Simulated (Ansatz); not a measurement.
A made-up structure of GeH2Cl (charge +1), closed shell:

```xyz
4
angstrom
Cl -1.8557 0.4796 -0.8497
Ge 0.1708 -0.0441 0.0782
H 0.6188 -1.6886 0.0442
H 1.0662 1.2531 0.7273
```

It is relaxed with PBE-D4/def2-SVP and then PBE0-D4/def2-TZVP (Ansatz 0.2.0). Atoms count as bonded within 1.22 times the sum of their covalent radii (H–H: 0.88 Å). The end point is not checked to be a true minimum.

Question: Does its bonding change? (A judgement: the text doesn't fix the answer.)

Answer: Computed: No: no bond forms or breaks.

Where it ends: The first stage lowers the energy by 0.69 eV in 4 steps. It ends as GeH₂Cl ([Cl][GeH2]), total charge +1:
```csv
atom,x (Å),y (Å),z (Å)
Cl1,-1.6570,0.4282,-0.7587
Ge2,0.1525,-0.0394,0.0698
H3,0.5525,-1.5076,0.0395
H4,0.9520,1.1188,0.6494
```

Labels in which every atom is bracketed show which atoms are joined, not bond orders.

For scale, one of the runs: PBE0-D4/def2-TZVP relaxation, 97 basis functions, launched by `ansatz run in.yaml --threads 2 --pin off --events-out ev --progress --plain --max-ram 4352MiB`. The run took about 5 s on 2 CPU threads of an Intel Xeon Platinum 8488C (shared host).
